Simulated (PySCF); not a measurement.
# Scandium: a sound run and one with changed settings

Sound run: Sc²⁺ [Ar] 3d1, Sc³⁺ [Ar]. All numbers are calculated (PySCF 2.14, no relativity, point nucleus, in def2-SVP (5s3p2d1f, 31 functions)). The sound run starts from symmetry-adapted Hartree-Fock orbitals and uses a fine grid where one is needed.

Changed run: 14 angular points. This setting is unsound on purpose.

```json
{"species": "Sc²⁺", "method": "UHF", "sound run (hartree)": "-758.98630", "changed run (hartree)": "-758.98630", "converged": "yes"}
{"species": "Sc²⁺", "method": "M06-L", "sound run (hartree)": "-759.78969", "changed run (hartree)": "-759.78865", "converged": "yes"}
{"species": "Sc²⁺", "method": "B3LYP", "sound run (hartree)": "-759.81308", "changed run (hartree)": "-759.80690", "converged": "yes"}
{"species": "Sc³⁺", "method": "UHF", "sound run (hartree)": "-758.08880", "changed run (hartree)": "-758.08880", "converged": "yes"}
{"species": "Sc³⁺", "method": "M06-L", "sound run (hartree)": "-758.85775", "changed run (hartree)": "-758.85775", "converged": "yes"}
{"species": "Sc³⁺", "method": "B3LYP", "sound run (hartree)": "-758.85554", "changed run (hartree)": "-758.85554", "converged": "yes"}
```

Ionisation energy of Sc²⁺:

```json
{"method": "UHF", "sound run (eV)": "24.422", "changed run (eV)": "24.422"}
{"method": "M06-L", "sound run (eV)": "25.359", "changed run (eV)": "25.331"}
{"method": "B3LYP", "sound run (eV)": "26.056", "changed run (eV)": "25.888"}
```

A coarse angular grid integrates products of high-l functions wrongly, so density functionals can shift, and the SCF can exploit the error; Hartree-Fock and MP2 need no grid.

For comparison, NIST gives 24.757 eV between the lowest levels.
